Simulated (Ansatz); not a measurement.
A nudged elastic band was laid between two geometries of AlFH2O2 + H4Si (11 atoms, charge 0, multiplicity 1).

Computed with Ansatz, RKS B3LYP-D4/def2-SVP.

```yaml
movable_images: 7
climbing_image: yes
spring: 20.0 eV/Å²
optimiser: quadratic models (default)
start_path: through a guess of the saddle point
force_threshold: 0.05 eV/Å
iteration_limit: 60
end_points: relaxed
```

Image 0:

```xyz
11
Properties=species:S:1:pos:R:3
Al 0.074 -0.360 0.065
F -0.190 -1.396 1.346
O 1.550 -0.361 -0.770
H 2.310 -0.897 -0.533
O -1.235 0.441 -0.681
H -2.152 0.334 -0.416
Si -0.021 2.616 1.017
H 0.788 3.463 1.939
H 0.271 2.959 -0.392
H -1.460 2.709 1.363
H 0.447 1.208 1.315
```

Image 8:

```xyz
11
Properties=species:S:1:pos:R:3
Al -0.041 0.397 -0.158
F 0.286 -0.105 1.836
O 1.393 -0.183 -0.882
H 1.551 -1.027 -1.312
O -1.598 -0.258 -0.410
H -1.847 -1.095 -0.808
Si 0.042 2.693 0.676
H 0.297 2.450 2.174
H 1.183 3.565 0.269
H -1.214 3.502 0.665
H 0.330 0.779 2.203
```

(1) What changes between the two ends?

(2) Give the energies along the band, and the barrier.

(3) What is the geometry of the highest image?

Answers

(1) Bonds broken: Si7–H11. Bonds formed: Al1–Si7, F2–H11. AlFH2O2 + H4Si becomes AlFH6O2Si.

(2) The run converged. The highest image is number 5 of 0 to 8, 44.5 kcal/mol above the first end and 8.3 kcal/mol above the last; the last end lies 36.1 kcal/mol above the first. The profile has 2 maxima (images 1, 5) with wells between them (image 2): this band takes more than one step, which may be the mechanism or a detour left from its start path. Neighbouring images differ by up to 1.5 eV, so the band resolves the path poorly. Another band between the same ends (7 images) ends at a top of the same energy, where a vibrational analysis finds 1 clearly imaginary mode. The orbitals stay closed-shell, which can raise the energy where a bond breaks towards radicals; this wasn't checked here.

```csv
image,path coordinate (Å),energy (kcal/mol),Si7–H11 (Å),Al1–Si7 (Å),F2–H11 (Å)
0,0.00,0.0,1.51,3.13,2.68
1,0.76,1.1,1.52,3.05,2.66
2,1.52,0.4,1.51,3.12,2.61
3,2.28,0.9,1.50,3.14,2.43
4,3.04,10.5,1.55,2.93,1.84
5,3.80,44.5,2.05,2.59,1.08
6,4.90,37.4,2.82,2.45,0.94
7,6.00,37.1,2.79,2.44,0.94
8,7.10,36.1,2.47,2.44,0.96
```

(3) 
```xyz
11
Properties=species:S:1:pos:R:3:forces:R:3
Al 0.099 0.094 0.052 0.00 0.00 0.00
F -0.044 -0.403 1.875 0.00 0.00 0.00
O 1.672 -0.320 -0.432 0.00 0.00 0.00
H 1.920 -0.654 -1.298 0.00 0.00 0.00
O -1.262 -0.319 -0.873 0.00 0.00 0.00
H -2.183 -0.078 -0.754 0.00 0.00 0.00
Si 0.038 2.521 0.964 0.00 0.01 0.00
H 0.990 3.057 1.983 0.00 0.00 0.00
H 0.479 3.059 -0.364 0.00 0.00 0.00
H -1.318 3.086 1.241 0.00 0.00 0.00
H -0.010 0.674 1.858 0.00 0.00 0.00
```

Run time: 7.5 min on 2 threads of Arm Neoverse V2 (shared host), peak memory 0.23 GiB.
